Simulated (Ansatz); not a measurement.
Consider the ligand exchange at the Si–C bond: `O=C[SiH]([SiH3])S` + H–F → `F[SiH]([SiH3])S` + `C=O`.

Computed with Ansatz on PBE0-D4/def2-TZVP structures; ΔE is electronic, products minus reactants. CCSD(T)/CBS is the MP2 limit (def2-TZVPP, def2-QZVPP) plus CCSD(T) − MP2 in def2-TZVPP, frozen cores. This one scheme is used for every species. Functionals use def2-TZVPP. B3LYP here is the variant with VWN-RPA as its local correlation; programs differ in this. HSE06 is defined as in plane-wave codes. Each species was taken in one conformer, which may not be the lowest.

| level | ΔE (kJ/mol) | difference from CCSD(T)/CBS |
| --- | --- | --- |
| LDA (SPW92) | -122.2 | 20.4 |
| PBE-D4 | -126.2 | 16.4 |
| BLYP-D4 | -139.4 | 3.2 |
| r2SCAN-D4 | -142.1 | 0.5 |
| B97M-V | -150.2 | -7.6 |
| B3LYP-D4 | -145.5 | -2.9 |
| r2SCANh-D4 | -143.3 | -0.7 |
| r2SCAN0-D4 | -144.9 | -2.3 |
| HSE06-D4 | -133.1 | 9.5 |
| BHLYP-D4 | -155.8 | -13.2 |
| CAM-B3LYP-D4 | -153.2 | -10.6 |
| ωB97X-V | -148.8 | -6.2 |
| ωB97M-V | -147.4 | -4.8 |
| B2PLYP | -152.4 | -9.8 |
| PBE-QIDH | -142.8 | -0.2 |
| PBE | -131.8 | 10.8 |
| revPBE | -135.1 | 7.5 |
| BLYP | -150.8 | -8.2 |
| r2SCAN | -143.7 | -1.1 |
| PBE0 | -138.6 | 4.0 |
| B3LYP | -154.5 | -11.9 |
| r2SCANh | -145.1 | -2.5 |
| r2SCAN0 | -146.9 | -4.3 |
| HSE06 | -137.9 | 4.7 |
| LC-ωPBE | -147.4 | -4.8 |
| RPA@PBE/def2-TZVPP | -147.9 | -5.3 |
| HF/def2-SVP | -165.1 | -22.5 |
| MP2/def2-SVP | -141.0 | 1.6 |
| CCSD/def2-SVP | -144.8 | -2.2 |
| CCSD(T)/def2-SVP | -140.3 | 2.3 |
| HF/def2-TZVPP | -179.5 | -36.9 |
| MP2/def2-TZVPP | -144.0 | -1.4 |
| SCS-MP2/def2-TZVPP | -152.3 | -9.7 |
| CCSD/def2-TZVPP | -150.7 | -8.1 |
| CCSD(T)/def2-TZVPP | -144.4 | -1.8 |
| HF/def2-QZVPP | -181.7 | -39.1 |
| MP2/def2-QZVPP | -143.7 | -1.1 |
| SCS-MP2/def2-QZVPP | -152.0 | -9.4 |
| HF/CBS(def2) | -182.0 | -39.4 |
| CCSD/CBS(def2) | -148.9 | -6.3 |
| CCSD(T)/CBS | -142.6 | 0 |

Largest T1 diagnostic among the species: 0.015.

From r2SCAN to r2SCAN0 (25 % exact exchange), in def2-TZVPP and without D4, ΔE moves by −3.2 kJ/mol. In def2-TZVPP, CCSD(T) changes the Hartree–Fock value by +35.2 kJ/mol (the triples alone add +6.3 kJ/mol) and MP2 by +35.5 kJ/mol.

CCSD(T)/CBS has its own doubt, a few kJ/mol and more with outer-core shells, so smaller differences from it don't rank the levels.
